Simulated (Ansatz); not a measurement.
Molecule: HTe, net charge 0, doublet state. 
Geometry from a B3LYP-D3(BJ)/def2-TZVP (Ansatz, a program for electronic structure) optimisation:
```xyz
2

Te     0.0000     0.0000    -0.0314
H      0.0000     0.0000     1.6331
```
Charge 0, spin multiplicity 2.

Computed values are from Ansatz. Correlated levels leave the core frozen unless marked. Open shells are spin-unrestricted. Spin-orbit coupling is left out. The frozen core is the preceding noble-gas configuration, with the filled d and f shells of earlier blocks. In def2 rows, elements after Kr have scalar-relativistic effective core potentials. Basis-set limits of correlation are two-point, X^-3; Hartree-Fock from the larger set.

| Item | Value |
|---|---|
| atomisation energy De | 285.6 kJ/mol at CCSD(T)/CBS(def2-TZVPPD,def2-QZVPPD) |
| vertical ionisation energy (to the triplet) | 8.91 eV at CCSD(T)/CBS(def2-TZVPPD,def2-QZVPPD) |
| vertical electron affinity (to the singlet; negative means unbound) | 2.31 eV at CCSD(T)/CBS(def2-TZVPPD,def2-QZVPPD) |
| total energy | -267.7393 Eh at CCSD(T)/CBS(def2-TZVPPD,def2-QZVPPD) |
| dipole moment | 0.09 D at CCSD(T)/def2-SVPD |
| T1 diagnostic | 0.012 at CCSD/def2-QZVPPD |
